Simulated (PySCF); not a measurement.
## Basis and Hamiltonian dependence of the ionisation energy of C⁺

C⁺ [He] 2s2 2p1 (2P) → C²⁺ [He] 2s2 (1S). Calculated with PySCF 2.14 from differences of total energies of unrestricted determinants, without spin-orbit coupling. Values in eV.

```json
{"basis": "6-31G*", "Hamiltonian": "non-relativistic", "functions": "14", "UHF": "24.203", "LDA": "n/a", "PBE0": "n/a", "MP2 (valence)": "24.265", "CCSD(T) (valence)": "24.083", "CCSD(T) (valence and next inner shell)": "n/a"}
{"basis": "cc-pVDZ", "Hamiltonian": "non-relativistic", "functions": "14", "UHF": "24.189", "LDA": "n/a", "PBE0": "24.880", "MP2 (valence)": "24.240", "CCSD(T) (valence)": "24.063", "CCSD(T) (valence and next inner shell)": "n/a"}
{"basis": "x2c-SVPall", "Hamiltonian": "spin-free X2C", "functions": "14", "UHF": "24.304", "LDA": "24.887", "PBE0": "n/a", "MP2 (valence)": "24.351", "CCSD(T) (valence)": "24.149", "CCSD(T) (valence and next inner shell)": "n/a"}
{"basis": "Sapporo-DZP-2012", "Hamiltonian": "spin-free X2C", "functions": "18", "UHF": "24.103", "LDA": "24.701", "PBE0": "24.783", "MP2 (valence)": "24.190", "CCSD(T) (valence)": "24.044", "CCSD(T) (valence and next inner shell)": "n/a"}
{"basis": "pcseg-2", "Hamiltonian": "non-relativistic", "functions": "30", "UHF": "24.187", "LDA": "n/a", "PBE0": "n/a", "MP2 (valence)": "24.387", "CCSD(T) (valence)": "24.248", "CCSD(T) (valence and next inner shell)": "n/a"}
{"basis": "x2c-TZVPPall", "Hamiltonian": "spin-free X2C", "functions": "31", "UHF": "24.166", "LDA": "24.762", "PBE0": "24.831", "MP2 (valence)": "24.369", "CCSD(T) (valence)": "24.231", "CCSD(T) (valence and next inner shell)": "24.253"}
{"basis": "aug-cc-pVTZ", "Hamiltonian": "non-relativistic", "functions": "46", "UHF": "24.150", "LDA": "24.751", "PBE0": "24.815", "MP2 (valence)": "24.364", "CCSD(T) (valence)": "24.229", "CCSD(T) (valence and next inner shell)": "n/a"}
{"basis": "aug-cc-pVTZ-DK", "Hamiltonian": "spin-free X2C", "functions": "46", "UHF": "24.146", "LDA": "24.747", "PBE0": "24.811", "MP2 (valence)": "24.360", "CCSD(T) (valence)": "24.226", "CCSD(T) (valence and next inner shell)": "n/a"}
{"basis": "x2c-QZVPPall", "Hamiltonian": "spin-free X2C", "functions": "57", "UHF": "24.169", "LDA": "24.772", "PBE0": "24.835", "MP2 (valence)": "24.416", "CCSD(T) (valence)": "24.277", "CCSD(T) (valence and next inner shell)": "24.319"}
{"basis": "aug-cc-pVTZ with one added diffuse shell each of s, p, d, f type", "Hamiltonian": "non-relativistic", "functions": "62", "UHF": "24.151", "LDA": "24.752", "PBE0": "24.816", "MP2 (valence)": "24.365", "CCSD(T) (valence)": "24.231", "CCSD(T) (valence and next inner shell)": "n/a"}
{"basis": "dyall-av3z", "Hamiltonian": "non-relativistic", "functions": "71", "UHF": "24.171", "LDA": "24.776", "PBE0": "24.837", "MP2 (valence)": "24.384", "CCSD(T) (valence)": "24.250", "CCSD(T) (valence and next inner shell)": "n/a"}
{"basis": "aug-cc-pCVTZ-DK with one added diffuse shell each of s, p, d, f type", "Hamiltonian": "spin-free X2C", "functions": "75", "UHF": "24.149", "LDA": "24.755", "PBE0": "24.820", "MP2 (valence)": "24.368", "CCSD(T) (valence)": "24.236", "CCSD(T) (valence and next inner shell)": "24.279"}
{"basis": "aug-cc-pVQZ with one added diffuse shell each of s, p, d, f, g type", "Hamiltonian": "non-relativistic", "functions": "105", "UHF": "24.170", "LDA": "24.770", "PBE0": "24.835", "MP2 (valence)": "24.416", "CCSD(T) (valence)": "n/a", "CCSD(T) (valence and next inner shell)": "n/a"}
```

Q: Estimate the row for aug-cc-pVQZ (non-relativistic, 80 functions).

A: From the rows with the same Hamiltonian and similar size; the calculation gives UHF 24.17; LDA 24.77; PBE0 24.84; MP2 (valence) 24.42; CCSD(T) (valence) 24.28 (eV).

Extrapolation of CCSD(T) (valence) from aug-cc-pVTZ and aug-cc-pVQZ: the correlation parts are 0.079 and 0.106 eV; with the X⁻³ form and unrounded values, (4³ × 0.106 − 3³ × 0.079)/(4³ − 3³) = 0.125 eV, and adding the Hartree-Fock value 24.170 eV of the larger basis gives 24.295 eV.

Frozen in the all-electron rows: valence: 1s2; valence and next inner shell: nothing.

Reference for a calculation without spin-orbit coupling: 24.378 eV (measured, between term centres; NIST).
